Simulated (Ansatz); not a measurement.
GaH2Cl. Charge 0, multiplicity 3. Geometry PBE-D4/def2-TZVP, that of the neutral singlet; atoms count from 1.

```xyz
4

Ga    0.144   -0.095   -0.124
H     1.593   -0.144    0.466
H    -0.416   -0.636   -1.482
Cl   -1.321    0.875    1.141
```

At PBE0-D4/def2-TZVP a singlet of charge 0 lies 4.90 eV below the triplet at the same geometry.

(1) Estimate the Mulliken populations from the PBE0/def2-TZVP orbitals of Ansatz.

(2) Where does the spin sit?

(3) And the Mayer bond orders between heavy atoms (over 0.3)?

Answers

(1) 
| atom | charge (e) | spin (α − β) |
| --- | --- | --- |
| Ga1 | -0.11 | 1.07 |
| H2 | 0.10 | 0.26 |
| H3 | 0.10 | 0.26 |
| Cl4 | -0.09 | 0.40 |
Mulliken values depend strongly on the basis.

(2) Summed by element: Ga 1.07, H 0.53, Cl 0.40, of 2 unpaired in all. Largest on single atoms: Ga1 1.07, Cl4 0.40, H2 0.26.

(3) Ga1–Cl4 1.01 (2.17 Å).
